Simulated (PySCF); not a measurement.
H3N, charge +1, doublet, at a GFN2-xTB geometry (a state made from the parent by changing its charge; the spin is typed, not shown lowest), with bond 2-1 at 1.6 times its length; TPSS/def2-TZVP (PySCF).

Input for PySCF:
```python
from pyscf import gto, scf, dft

mol = gto.M(
    atom='''
N     0.00000000   -0.00000000    0.00000000
H     0.02404117    1.64435456   -0.03111717
H     0.88265094   -0.52673581    0.01709961
H    -0.89767667   -0.50098579    0.00234863
''',
    basis='def2-tzvp',
    charge=1,
    spin=1,
    verbose=4,
)

mf = dft.UKS(mol)
mf.xc = 'tpss'
mf.init_guess = 'sap'
mf.kernel()
mf.analyze()
```

Task: Predict the main parts of the log of this PySCF run.

Result: 
```
PySCF version 2.14.0

[INPUT] verbose = 4
[INPUT] num. atoms = 4
[INPUT] num. electrons = 9
[INPUT] charge = 1
[INPUT] spin (= nelec alpha-beta = 2S) = 1
[INPUT] symmetry False subgroup None
[INPUT] Mole.unit = angstrom
[INPUT] Symbol           X                Y                Z      unit          X                Y                Z       unit  Magmom
[...]
nuclear repulsion = 10.2090555086752
number of shells = 23
number of NR pGTOs = 70
number of NR cGTOs = 49
basis = def2-tzvp
ecp = {}

******** <class 'pyscf.dft.uks.UKS'> ********
method = UKS
initial guess = sap
damping factor = 0
level_shift factor = 0
DIIS = <class 'pyscf.scf.diis.CDIIS'>
diis_start_cycle = 1
diis_space = 8
diis_damp = 0
SCF conv_tol = 1e-09
SCF conv_tol_grad = None
SCF max_cycles = 50
direct_scf = True
direct_scf_tol = 1e-13
number electrons alpha = 5  beta = 4
XC library pyscf.dft.libxc version 7.1.2
    S. Lehtola, C. Steigemann, M. J. T. Oliveira, and M. A. L. Marques,  SoftwareX 7, 1–5 (2018)
XC functionals = tpss
    J. Tao, J. P. Perdew, V. N. Staroverov, and G. E. Scuseria,  Phys. Rev. Lett. 91, 146401 (2003)
    J. P. Perdew, J. Tao, V. N. Staroverov, and G. E. Scuseria,  J. Chem. Phys. 120, 6898 (2004)
    J. Tao, J. P. Perdew, V. N. Staroverov, and G. E. Scuseria,  Phys. Rev. Lett. 91, 146401 (2003)
    J. P. Perdew, J. Tao, V. N. Staroverov, and G. E. Scuseria,  J. Chem. Phys. 120, 6898 (2004)
radial grids:
    Treutler-Ahlrichs [JCP 102, 346 (1995); DOI:10.1063/1.469408] (M4) radial grids

becke partition: Becke, JCP 88, 2547 (1988); DOI:10.1063/1.454033
pruning grids: <function nwchem_prune>
grids dens level: 3
symmetrized grids: False
atomic radii adjust function: <function treutler_atomic_radii_adjust>
small_rho_cutoff = 0
Set gradient conv threshold to 3.16228e-05
Initial guess from superposition of atomic potentials (doi:10.1021/acs.jctc.8b01089)
This is the Gaussian fit version as described in doi:10.1063/5.0004046.
Found SAP basis sapgrasplarge

WARN: SAP basis coefficients must be equal or closeto total electronic charge: -9.999999999999998 !≃ 9
Check fails with value 0.9999999999999982

tot grids = 43328
init E= -55.2854266946902

cycle= 1 E= -56.0957423156314  delta_E= -0.81  |g|= 0.218  |ddm|= 0.562
cycle= 2 E= -56.044165649217  delta_E= 0.0516  |g|= 0.387  |ddm|= 0.332
cycle= 3 E= -56.1228108569751  delta_E= -0.0786  |g|= 0.0343  |ddm|= 0.224
cycle= 4 E= -56.123843506787  delta_E= -0.00103  |g|= 0.0161  |ddm|= 0.0443
[...]
converged SCF energy = -56.124234643129  <S^2> = 0.77392978  2S+1 = 2.0237883
Total Energy =                         -56.124234643128979
[...]
spin_pop of  0 N 2s        0.05671
spin_pop of  0 N 3s        0.00005
spin_pop of  0 N 4s       -0.00011
spin_pop of  0 N 5s       -0.00000
spin_pop of  0 N 2px       0.02323
spin_pop of  0 N 2py       0.10807
spin_pop of  0 N 2pz       0.99816
spin_pop of  0 N 3px      -0.00009
spin_pop of  0 N 3py      -0.00024
spin_pop of  0 N 3pz       0.00040
spin_pop of  0 N 4px       0.00003
spin_pop of  0 N 4py       0.00000
spin_pop of  0 N 4pz       0.00000
spin_pop of  0 N 3dxy     -0.00021
spin_pop of  0 N 3dyz      0.00019
spin_pop of  0 N 3dz^2    -0.00185
spin_pop of  0 N 3dxz     -0.00000
spin_pop of  0 N 3dx2-y2   -0.00017
spin_pop of  0 N 4dxy      0.00002
spin_pop of  0 N 4dyz      0.00001
spin_pop of  0 N 4dz^2     0.00008
spin_pop of  0 N 4dxz      0.00000
spin_pop of  0 N 4dx2-y2    0.00001
spin_pop of  0 N 4f-3      0.00005
spin_pop of  0 N 4f-2     -0.00000
spin_pop of  0 N 4f-1     -0.00013
spin_pop of  0 N 4f+0      0.00001
spin_pop of  0 N 4f+1     -0.00023
spin_pop of  0 N 4f+2      0.00001
spin_pop of  0 N 4f+3     -0.00000
spin_pop of  1 H 1s       -0.12871
spin_pop of  1 H 2s       -0.00058
spin_pop of  1 H 3s        0.00005
spin_pop of  1 H 2px       0.00000
spin_pop of  1 H 2py      -0.00031
spin_pop of  1 H 2pz       0.00006
spin_pop of  2 H 1s       -0.02680
spin_pop of  2 H 2s       -0.00066
spin_pop of  2 H 3s       -0.00004
spin_pop of  2 H 2px      -0.00007
spin_pop of  2 H 2py      -0.00006
spin_pop of  2 H 2pz       0.00038
spin_pop of  3 H 1s       -0.02680
spin_pop of  3 H 2s       -0.00066
spin_pop of  3 H 3s       -0.00004
spin_pop of  3 H 2px      -0.00008
spin_pop of  3 H 2py      -0.00006
spin_pop of  3 H 2pz       0.00038
 ** Mulliken Spin Density (per atom)  **
spin density of  0 N =      1.18398
spin density of  1 H =     -0.12949
spin density of  2 H =     -0.02725
spin density of  3 H =     -0.02725
 ** Mulliken pop alpha/beta on meta-lowdin orthogonal AOs **
 ** Mulliken pop       alpha | beta **
In total             5.00000 | 4.00000
 ** Mulliken atomic charges   ( Nelec_alpha | Nelec_beta ) **
charge of  0N =     -0.08084  (     4.13241      2.94843 )
charge of  1H =      0.41147  (     0.22952      0.35901 )
charge of  2H =      0.33468  (     0.31903      0.34628 )
charge of  3H =      0.33468  (     0.31903      0.34628 )

WARN: System has nonzero charge 1; the dipole moment is origin-dependent.
Location of origin: [0. 0. 0.]

Dipole moment(X, Y, Z, Debye):  0.02265,  1.54950, -0.02933
```
